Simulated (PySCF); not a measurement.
Compound: C6H5N2O (doublet state).
Numbering: `[N:1]#[C:2][CH:3][C@@H:4]([CH:5]=[O:6])[CH2:7][C:8]#[N:9]` (hydrogens: H10 on C3; H11 on C4; H12 on C5; H13, H14 on C7)

Cartesian coordinates in Å at the GFN2-xTB level; atoms count from 1:
```
atom  x, y, z in Å
N1    -1.9640   -2.0867    1.2950
C2    -1.7581   -1.2327    0.5391
C3    -1.4911   -0.2402   -0.3648
C4    -0.1357    0.3269   -0.5215
C5    -0.2073    1.4067    0.5716
O6    -0.5640    2.5285    0.3808
C7     0.9961   -0.6713   -0.2534
C8     2.2771   -0.0072   -0.2663
N9     3.2841    0.5308   -0.2826
H10   -2.3163    0.2138   -0.8907
H11   -0.0208    0.8194   -1.4909
H12    0.0463    1.0153    1.5713
H13    0.9957   -1.4455   -1.0267
H14    0.8572   -1.1581    0.7169
```

The hyperfine couplings belong to this conformer and change with its torsions.

Theory: UKS B3LYP, pcH-1 on C H N O, non-relativistic, mean-field spin-orbit, GIAO in PySCF 2.14.0. Geometry: GFN2-xTB, one conformer, isolated molecule. A GFN2-xTB geometry isn't a minimum of the functional, and hyperfine couplings can be far from their values at a DFT geometry. The SCF solution wasn't tested for stability.

Q: What is the g tensor, term by term?

A: 
```csv
Δg (ppm),1,2,3
relativistic mass correction,-190,-190,-190
gauge correction,3,37,31
orbital Zeeman/spin–orbit,274,1576,2663
total,87,1423,2503
```

So g = 2.00241, 2.00374, 2.00482 and g_iso = 2.00366; the tensor is rhombic: the two nearest values differ by 45 % of g3 − g1. 

Q: At 9.678 GHz, how far is the centre of the isotropic spectrum from where a free electron (g = 2.002319) resonates?

A: B = hν/(g μB) with μB/h = 13.99624 MHz/mT gives 345.34 mT for the free electron and 345.10 mT at g_iso, 0.23 mT lower.

Q: What effective moment and Curie constant follow for a powder?

A: With the mean of g² = 4.0146 and S(S+1) = 0.75: μ_eff = √(⟨g²⟩S(S+1)) = 1.735 μB and χT = 0.12505·⟨g²⟩·S(S+1) = 0.377 cm³ K/mol (cgs; spin-Hamiltonian part alone).

Q: In a frozen sample, at which fields do the three g values resonate at 9.5, 34, 94 and 263 GHz (hyperfine left aside), and which band first spreads them over more than twice a line width of 0.5 mT?

A: 
| band | GHz | B(g3) mT | B(g2) mT | B(g1) mT | spread mT |
| --- | --- | --- | --- | --- | --- |
| X | 9.5 | 338.56 | 338.74 | 338.97 | 0.41 |
| Q | 34.0 | 1211.69 | 1212.34 | 1213.15 | 1.46 |
| W | 94.0 | 3349.97 | 3351.77 | 3354.01 | 4.04 |
| J | 263.0 | 9372.78 | 9377.83 | 9384.08 | 11.31 |

The spread grows in proportion to the frequency. Q band is the first where it exceeds 1.0 mT.

Largest spin populations (Mulliken): C3 (+0.78), N1 (+0.39), C2 (-0.20) and O6 (+0.08). The angles at C3 add up to 359.6°, so it is planar; its axial dipolar tensor and the negative coupling of its proton fit spin in a p orbital normal to that plane.

The HOMO–LUMO gaps are 5.58 eV among the α and 3.78 eV among the β orbitals.

Hardware: one thread, Arm Neoverse V2 (aarch64), shared host with 96 logical CPUs at a one-minute load of 78. Cost: 89 s (grids of density and orbitals included), 1.1 GiB resident at most.
